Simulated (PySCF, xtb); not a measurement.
Be(F)(OSiH3) (BeFH₃OSi), SMILES [F][Be][O][SiH3].

GFN2-xTB (xtb 6.7.1) at its own geometry gives an orbital gap of 6.26 eV and a dipole moment of 2.01 D.

Geometry optimised at B3LYP-D3(BJ)/def2-SVP. One conformer was computed; it need not be the lowest.

Question: What does PBE/def2-TZVPD (PySCF) give? (Estimate from the structure and the level; the computed values follow.)

Answer: gap 6.20 eV (levels -7.64 and -1.44 eV), dipole 1.14 D.
